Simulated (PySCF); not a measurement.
W (tungsten, neutral): M06-L calculation

Configuration: [Xe] 4f14 5d5 6s1, high-spin 7S determinant (an excited configuration). All numbers are calculated (PySCF 2.14, a scalar-relativistic core potential, in def2-QZVPPD with the def2 core potential (60 electrons)).

- Total energy: -66.9497 hartree
- One-electron energy: -113.5415 hartree
- Hartree (Coulomb) energy: 54.2984 hartree
- Exchange-correlation energy: -7.7067 hartree
- ⟨S²⟩: 12.0010
- ⟨L²⟩: 0.000
- Sum of ⟨r⟩: 23.91 bohr
- Sum of ⟨r²⟩: 53.37 bohr²
- Time after the integrals: roughly 5 core-seconds

```csv
shell,electrons,mean orbital energy (eV),"rms radius, mean of both spins (bohr)"
5s α,1,-77.677,1.16
5s β,1,-75.300,1.16
5p α,3,-41.838,1.36
5p β,3,-38.449,1.36
6s α,1,-5.423,3.43
5d α,5,-3.940,2.36
```

Energies and moments cover only the electrons outside the core potential. Spin-orbit coupling, which splits the p, d and f shells strongly at this Z, is absent.
